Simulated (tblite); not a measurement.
A geometry optimisation, step by step.

Compound: C3H12OSSi3.
Atom-mapped SMILES: `[O:1]=[CH:2][C@H:3]([SH:4])[CH2:5][SiH2:6][SiH2:7][SiH3:8]` (hydrogens: H9 on C2; H10 on C3; H11 on S4; H12, H13 on C5; H14, H15 on Si6; H16, H17 on Si7; H18, H19, H20 on Si8)

Computed with GFN2-xTB (tblite), gas phase: L-BFGS steps from a force-field or distance-geometry start until the largest atomic force falls under 0.01 eV/Å. 8 of its 245 geometries are shown.

Step 0: E = -679.7087 eV, largest atomic force 1.840 eV/Å
```
atom  x, y, z in Å  |  force x, y, z in eV/Å
O1     -2.087   -0.552   -1.306   -0.604  -0.797   1.545
C2     -2.466   -1.143   -0.307    1.105   0.862  -0.708
C3     -1.857   -0.946    1.092    0.265   0.408  -0.970
S4     -3.140   -0.085    2.084   -0.331  -0.267   0.101
C5     -0.580   -0.108    1.085   -0.268   0.127   0.114
Si6     0.938   -1.015    0.440    0.718  -0.776  -0.080
Si7     2.615    0.488   -0.036    0.231   0.049   0.356
Si8     1.894    1.740   -1.811   -0.065   0.284  -0.416
H9     -3.277   -1.888   -0.352   -0.042   0.140   0.106
H10    -1.697   -1.931    1.532   -0.152   0.141   0.192
H11    -3.196    1.027    1.354    0.084  -0.030  -0.073
H12    -0.727    0.796    0.476   -0.170  -0.209   0.177
H13    -0.340    0.227    2.105   -0.283  -0.067  -0.208
H14     1.381   -1.973    1.491   -0.297   0.073  -0.195
H15     0.593   -1.819   -0.748   -0.071   0.037   0.202
H16     2.867    1.349    1.170    0.080  -0.311  -0.385
H17     3.881   -0.229   -0.359   -0.275   0.215   0.218
H18     2.905    2.753   -2.174   -0.252  -0.069  -0.068
H19     1.654    0.876   -2.997    0.013   0.322   0.294
H20     0.634    2.444   -1.454    0.313  -0.132  -0.204
```

Step 35: E = -679.9327 eV, largest atomic force 0.073 eV/Å
```
atom  x, y, z in Å  |  force x, y, z in eV/Å
O1     -1.976   -0.527   -1.229    0.001  -0.016  -0.042
C2     -2.347   -1.141   -0.267   -0.036   0.014  -0.003
C3     -1.807   -0.949    1.117    0.031  -0.005  -0.027
S4     -3.242   -0.146    1.969   -0.041   0.014   0.006
C5     -0.552   -0.121    1.154    0.024  -0.005   0.024
Si6     0.944   -1.107    0.481   -0.016   0.003   0.011
Si7     2.532    0.472   -0.099    0.019   0.002   0.014
Si8     1.929    1.830   -1.877   -0.049   0.024  -0.048
H9     -3.191   -1.853   -0.320    0.006   0.000   0.001
H10    -1.704   -1.907    1.633    0.001   0.044   0.005
H11    -3.201    0.985    1.264    0.000  -0.008   0.000
H12    -0.703    0.778    0.552   -0.047  -0.031   0.007
H13    -0.356    0.207    2.174    0.007  -0.014   0.047
H14     1.234   -2.089    1.540    0.029  -0.004  -0.002
H15     0.488   -1.924   -0.650   -0.004  -0.007   0.001
H16     2.844    1.289    1.088    0.004   0.008   0.007
H17     3.800   -0.222   -0.361    0.039  -0.027  -0.016
H18     2.944    2.832   -2.223   -0.035  -0.024   0.002
H19     1.667    1.040   -3.083    0.030   0.022   0.015
H20     0.695    2.564   -1.579    0.040   0.010  -0.002
```

Step 70: E = -679.9398 eV, largest atomic force 0.019 eV/Å
```
atom  x, y, z in Å  |  force x, y, z in eV/Å
O1     -1.896   -0.568   -1.225    0.007   0.003  -0.004
C2     -2.321   -1.154   -0.267    0.000  -0.001  -0.005
C3     -1.831   -0.957    1.135    0.012  -0.007  -0.008
S4     -3.295   -0.128    1.915   -0.010   0.006   0.004
C5     -0.569   -0.145    1.227    0.007   0.002  -0.001
Si6     0.932   -1.095    0.505    0.003   0.009   0.001
Si7     2.514    0.467   -0.145    0.012  -0.001   0.015
Si8     1.935    1.860   -1.907   -0.008   0.000   0.000
H9     -3.181   -1.845   -0.341   -0.001   0.000  -0.001
H10    -1.764   -1.908    1.666    0.001  -0.002  -0.004
H11    -3.221    0.984    1.184   -0.006   0.004   0.004
H12    -0.716    0.787    0.678    0.001   0.002   0.000
H13    -0.379    0.118    2.267   -0.003   0.004   0.003
H14     1.302   -2.049    1.564    0.004  -0.009   0.010
H15     0.464   -1.949   -0.592   -0.006  -0.003   0.001
H16     2.888    1.276    1.031   -0.006  -0.004  -0.009
H17     3.755   -0.265   -0.445   -0.004  -0.001  -0.007
H18     2.973    2.846   -2.222    0.001   0.005  -0.001
H19     1.684    1.106   -3.136   -0.006  -0.001   0.003
H20     0.722    2.627   -1.607   -0.001  -0.004  -0.001
```

Step 105: E = -680.0066 eV, largest atomic force 0.255 eV/Å
```
atom  x, y, z in Å  |  force x, y, z in eV/Å
O1     -0.799   -0.422   -1.187    0.251   0.011  -0.041
C2     -1.770   -0.778   -0.579   -0.152  -0.002   0.058
C3     -1.820   -0.868    0.912   -0.083   0.050  -0.036
S4     -3.459   -0.214    1.489    0.139  -0.106  -0.105
C5     -0.629   -0.198    1.544    0.004   0.006  -0.038
Si6     1.008   -1.017    0.954    0.166  -0.075   0.120
Si7     2.425    0.199   -0.415   -0.011   0.079   0.006
Si8     1.512    1.763   -1.852   -0.140   0.041  -0.077
H9     -2.708   -1.037   -1.095   -0.093  -0.036  -0.008
H10    -1.875   -1.924    1.189   -0.023  -0.033   0.023
H11    -3.310    1.011    0.995    0.031   0.074  -0.012
H12    -0.645    0.864    1.287    0.014  -0.036   0.053
H13    -0.719   -0.284    2.623    0.029   0.083   0.081
H14     1.644   -1.376    2.247   -0.023   0.030  -0.109
H15     0.666   -2.333    0.403   -0.096  -0.057  -0.043
H16     3.374    0.867    0.493    0.037   0.042   0.030
H17     3.318   -0.731   -1.135   -0.116   0.001   0.034
H18     2.404    2.859   -2.254    0.057  -0.051   0.042
H19     1.009    1.186   -3.096    0.025  -0.032  -0.032
H20     0.366    2.444   -1.237   -0.017   0.010   0.054
```

Step 139: E = -680.0604 eV, largest atomic force 0.051 eV/Å
```
atom  x, y, z in Å  |  force x, y, z in eV/Å
O1     -0.529   -0.661   -1.183    0.023   0.012  -0.044
C2     -1.596   -0.820   -0.655    0.010  -0.012   0.037
C3     -1.785   -0.823    0.826   -0.034  -0.008   0.032
S4     -3.391    0.006    1.208    0.003   0.002  -0.011
C5     -0.611   -0.246    1.573    0.007  -0.005  -0.005
Si6     1.046   -1.064    1.041    0.000  -0.022  -0.037
Si7     2.329    0.185   -0.426    0.020   0.006   0.021
Si8     1.296    1.754   -1.786    0.028  -0.017   0.037
H9     -2.518   -0.978   -1.240   -0.003   0.014  -0.013
H10    -1.961   -1.862    1.126   -0.042   0.001   0.007
H11    -2.969    1.248    0.969    0.001  -0.023  -0.023
H12    -0.567    0.829    1.393   -0.005   0.037  -0.006
H13    -0.779   -0.387    2.640    0.023   0.033   0.014
H14     1.709   -1.292    2.338    0.026  -0.017   0.027
H15     0.685   -2.423    0.610    0.013  -0.003  -0.011
H16     3.385    0.844    0.375   -0.026  -0.005  -0.023
H17     3.107   -0.776   -1.228   -0.026   0.030  -0.009
H18     2.198    2.864   -2.122   -0.028  -0.014  -0.001
H19     0.798    1.225   -3.054    0.009   0.004   0.006
H20     0.147    2.387   -1.118    0.002  -0.015   0.004
```

Step 174: E = -680.0771 eV, largest atomic force 0.029 eV/Å
```
atom  x, y, z in Å  |  force x, y, z in eV/Å
O1     -0.466   -0.818   -1.167   -0.019   0.005  -0.004
C2     -1.544   -0.896   -0.641    0.009   0.018   0.004
C3     -1.758   -0.765    0.830    0.009  -0.003   0.009
S4     -3.273    0.268    1.062    0.009   0.008  -0.020
C5     -0.548   -0.241    1.561   -0.004  -0.004  -0.003
Si6     1.069   -1.144    1.033    0.010   0.005   0.011
Si7     2.321    0.165   -0.409   -0.004  -0.011  -0.026
Si8     1.157    1.731   -1.662   -0.003   0.001   0.017
H9     -2.464   -1.053   -1.228   -0.011  -0.015  -0.013
H10    -2.063   -1.744    1.214   -0.003   0.002   0.005
H11    -2.751    1.386    0.556   -0.009  -0.009   0.006
H12    -0.445    0.826    1.352    0.004  -0.003  -0.003
H13    -0.715   -0.337    2.633    0.013  -0.003  -0.005
H14     1.738   -1.398    2.325   -0.001   0.005   0.004
H15     0.686   -2.495    0.600    0.000   0.006  -0.001
H16     3.378    0.835    0.374    0.002   0.011   0.005
H17     3.097   -0.713   -1.299   -0.011  -0.008   0.004
H18     1.936    2.943   -1.938    0.000   0.003   0.006
H19     0.681    1.248   -2.956    0.009  -0.011  -0.010
H20    -0.043    2.213   -0.955    0.002   0.005   0.013
```

Step 209: E = -680.0797 eV, largest atomic force 0.022 eV/Å
```
atom  x, y, z in Å  |  force x, y, z in eV/Å
O1     -0.471   -0.796   -1.177    0.004  -0.006  -0.004
C2     -1.531   -0.946   -0.630   -0.019  -0.012   0.000
C3     -1.749   -0.758    0.834    0.006  -0.002  -0.004
S4     -3.225    0.353    0.949    0.000   0.008   0.004
C5     -0.541   -0.239    1.569    0.002  -0.002  -0.003
Si6     1.080   -1.142    1.053    0.002   0.002   0.010
Si7     2.303    0.142   -0.435   -0.005   0.002  -0.003
Si8     1.123    1.752   -1.613    0.004   0.002   0.013
H9     -2.442   -1.207   -1.195    0.009   0.003  -0.003
H10    -2.112   -1.699    1.259    0.006   0.000   0.000
H11    -2.635    1.413    0.395   -0.008   0.001   0.000
H12    -0.425    0.826    1.359   -0.008   0.004  -0.005
H13    -0.713   -0.330    2.640    0.007   0.001   0.004
H14     1.756   -1.374    2.345   -0.005   0.003  -0.002
H15     0.694   -2.497    0.636   -0.005  -0.008   0.000
H16     3.416    0.771    0.305    0.005   0.004  -0.005
H17     3.002   -0.756   -1.366    0.002  -0.005  -0.003
H18     1.884    2.989   -1.817    0.004   0.002  -0.001
H19     0.668    1.324   -2.934    0.001   0.002   0.000
H20    -0.088    2.186   -0.892   -0.003   0.002   0.003
```

Step 244: E = -680.0823 eV, largest atomic force 0.007 eV/Å
```
atom  x, y, z in Å  |  force x, y, z in eV/Å
O1     -0.462   -0.820   -1.182   -0.004   0.003  -0.002
C2     -1.517   -0.992   -0.631    0.002  -0.006   0.002
C3     -1.744   -0.777    0.829    0.005  -0.005   0.001
S4     -3.270    0.266    0.931    0.000   0.005   0.001
C5     -0.557   -0.193    1.549    0.001   0.002  -0.002
Si6     1.082   -1.094    1.095   -0.005   0.003   0.002
Si7     2.285    0.085   -0.493    0.003   0.001  -0.001
Si8     1.167    1.811   -1.563    0.001  -0.001   0.006
H9     -2.417   -1.299   -1.192   -0.001   0.005   0.002
H10    -2.062   -1.724    1.275   -0.002  -0.003  -0.001
H11    -2.735    1.346    0.361    0.002  -0.004  -0.001
H12    -0.466    0.862    1.285    0.001   0.002  -0.004
H13    -0.739   -0.233    2.622   -0.001  -0.004  -0.003
H14     1.759   -1.236    2.398   -0.002   0.000  -0.004
H15     0.706   -2.475    0.757    0.001  -0.001   0.005
H16     3.515    0.600    0.144    0.000   0.003   0.002
H17     2.811   -0.869   -1.482   -0.002   0.002  -0.004
H18     1.975    3.027   -1.696    0.002  -0.002   0.000
H19     0.693    1.482   -2.905   -0.002  -0.002   0.000
H20    -0.028    2.246   -0.816    0.001   0.001  -0.002
```

Question: Summarise the path.

Answer: The energy falls by 0.3736 eV from step 0 to step 244; nine tenths of that is first reached at step 126. It rises by more than 0.2 meV at steps 97 and 106. The largest force goes from 1.840 to 0.007 eV/Å. Among the bonds C2–C3 changes most, from 1.538 to 1.493 Å; the atoms move by 1.099 Å rms after alignment.

The cost below is that of the whole relaxation. The run took 4.6 s of wall time on Arm Neoverse N1, one thread, on a shared host.
